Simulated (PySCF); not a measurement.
## Trend along the chalcogens: MBe anions

CCSD(T) with double-zeta basis sets in PySCF, for the lowest determinant that a PBE0 search found; no spin–orbit coupling. De refers to high-spin ground-configuration atoms (the charge goes to the atom of lower measured ionisation energy or higher electron affinity, which is not always the lowest computed limit).

```
 M        basis  reference, frozen orbitals  charged atom  state (unpaired electrons)  Re (Å)  ωe (cm⁻¹)  De (eV)
 O  aug-pcseg-1                      UHF, 1            O−               doublet (σ ↑)   1.400       1288      n/a
 S  aug-pcseg-1                      UHF, 5            S−               doublet (σ ↑)   1.845        852      n/a
Se  aug-pcseg-1                      UHF, 9           Se−               doublet (σ ↑)   1.986        716     2.56
```

The shortest bond is that of BeO⁻ (1.400 Å), the longest that of BeSe⁻ (1.986 Å).

Down a group the atoms grow and get heavier, so bonds lengthen and wavenumbers fall; this series shows no clear exception.

Correlated steps freeze the inner cores (1 to 9 orbitals); shallow outer-core shells are correlated. Correlated levels converge slowly with the basis: in double zeta they bind strong bonds too weakly, by up to about 1 eV, and carry superposition errors of some tenths. Spin–orbit coupling is left out. For an ion De counts to the pair picked by the measured ionisation energies or electron affinities, which need not be the lowest pair at this level. States were picked by a PBE0 search and need not be the measured ground states.
